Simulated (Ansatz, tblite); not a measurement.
Dissociation curve of K(OtBu), C4H9KO, SMILES CC(C)(C)[O][K]. The C3–C12 bond (C3 also carries C, C, O; C12 carries H, H, H) is stretched with both fragments frozen at the PBE0/def2-SVP optimised geometry.

Methods: GFN2-xTB, 300 K electronic temperature (tblite); UKS-PBE0 = unrestricted PBE0/def2-SVP (Ansatz, a quantum-chemistry and plane-wave program).

Energies relative to the lowest point of each curve near equilibrium, in kJ/mol; the last columns give the difference from UKS-PBE0:

```json
[
 {"R / Å": "1.27", "GFN2-xTB": "153.0", "UKS-PBE0": "154.6", "GFN2-xTB − UKS-PBE0": "-1.6"},
 {"R / Å": "1.34", "GFN2-xTB": "73.2", "UKS-PBE0": "73.7", "GFN2-xTB − UKS-PBE0": "-0.5"},
 {"R / Å": "1.46", "GFN2-xTB": "9.6", "UKS-PBE0": "9.6", "GFN2-xTB − UKS-PBE0": "0.0"},
 {"R / Å": "1.49", "GFN2-xTB": "3.6", "UKS-PBE0": "3.6", "GFN2-xTB − UKS-PBE0": "0.0"},
 {"R / Å": "1.54", "GFN2-xTB": "0.0", "UKS-PBE0": "0.0", "GFN2-xTB − UKS-PBE0": "0.0"},
 {"R / Å": "1.57", "GFN2-xTB": "1.0", "UKS-PBE0": "0.9", "GFN2-xTB − UKS-PBE0": "0.1"},
 {"R / Å": "1.63", "GFN2-xTB": "8.5", "UKS-PBE0": "8.1", "GFN2-xTB − UKS-PBE0": "0.4"},
 {"R / Å": "1.76", "GFN2-xTB": "41.8", "UKS-PBE0": "39.6", "GFN2-xTB − UKS-PBE0": "2.3"},
 {"R / Å": "1.86", "GFN2-xTB": "76.0", "UKS-PBE0": "71.5", "GFN2-xTB − UKS-PBE0": "4.5"},
 {"R / Å": "2.03", "GFN2-xTB": "137.6", "UKS-PBE0": "129.9", "GFN2-xTB − UKS-PBE0": "7.7"},
 {"R / Å": "2.27", "GFN2-xTB": "218.9", "UKS-PBE0": "208.0", "GFN2-xTB − UKS-PBE0": "10.9"},
 {"R / Å": "2.54", "GFN2-xTB": "290.7", "UKS-PBE0": "281.8", "GFN2-xTB − UKS-PBE0": "8.9"},
 {"R / Å": "2.88", "GFN2-xTB": "350.9", "UKS-PBE0": "342.0", "GFN2-xTB − UKS-PBE0": "8.9"},
 {"R / Å": "3.22", "GFN2-xTB": "—", "UKS-PBE0": "369.7", "GFN2-xTB − UKS-PBE0": "—"},
 {"R / Å": "3.75", "GFN2-xTB": "—", "UKS-PBE0": "388.4", "GFN2-xTB − UKS-PBE0": "—"},
 {"R / Å": "4.42", "GFN2-xTB": "—", "UKS-PBE0": "396.7", "GFN2-xTB − UKS-PBE0": "—"}
]
```

GFN2-xTB is furthest from UKS-PBE0 at 2.27 (10.9 kJ/mol, above); its mean absolute difference over the points is 3.5 kJ/mol.

A dash means that the run gave no value there, or that the column was ended at a point which the program doubted or which failed a test of continuity chosen for this set; such a test can also cut sound points.

The unrestricted determinant behind UKS-PBE0 is spin-contaminated at 2.88 to 4.42 Å (<S²> up to 1.0, against 0.00 for a pure singlet).
